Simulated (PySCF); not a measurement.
Two species compared at the same levels of theory.

First species: C4H8O2S.
Numbering: `[CH3:1][S:2][CH:3]1[O:4][CH2:5][CH2:6][O:7]1` (hydrogens: H8, H9, H10 on C1; H11 on C3; H12, H13 on C5; H14, H15 on C6)

Second species: C4H8O2S.
SMILES: `C(/C)=C\S(=O)(=O)C`

Levels: PBE0/def2-SVPD for HOMO energy, LUMO energy, HOMO–LUMO gap and static isotropic polarisability; TDDFT PBE0/def2-SVPD for lowest singlet excitation; TDA PBE0/def2-SVPD for lowest triplet excitation (Tamm–Dancoff). Geometries: GFN2-xTB. Each structure is a single optimised conformer of the isolated species, non-relativistic unless stated. Electronic properties by PySCF.

The conformers computed, where there is a choice (atom-mapped SMILES and torsion angles):
- `[CH3:1]/[CH:2]=[CH:3]/[S:4]([CH3:5])(=[O:6])=[O:7]`: C2–C3–S4–C5 -112°

The conformers of `CSC1OCCO1` aren't listed.

Q: Which of the two has the higher LUMO energy, and by how much?

A: The first: 0.49 eV against -0.91 eV, a difference of 1.40 eV.

Q: Which of the two has the higher static isotropic polarisability, and by how much?

A: The second: 77.2 au against 75.8 au, a difference of 1.4 au.

Q: Which of the two has the higher S1 energy, and by how much?

A: The second: 6.05 eV against 5.39 eV, a difference of 0.66 eV.

Q: Which has the higher HOMO–LUMO gap?

A: The second: 7.35 eV against 6.96 eV, a difference of 0.39 eV.

Q: Which has the higher HOMO energy?

A: The first: -6.47 eV against -8.26 eV, a difference of 1.79 eV.

Q: Which has the higher T1 energy?

A: The first: 4.91 eV against 4.41 eV, a difference of 0.50 eV.

On the first: The polarisability is 11.23 Å³ as a volume (1 au = 0.148185 Å³), or 1.18 au for each of the 64 electrons. The principal polarisabilities are 66.0, 69.2 and 92.1 au; their mean is the isotropic value.

On the second: The polarisability is 11.44 Å³ as a volume (1 au = 0.148185 Å³), or 1.21 au for each of the 64 electrons. The 6 singlets span 6.05 to 7.54 eV, and their oscillator strengths add up to 0.52.
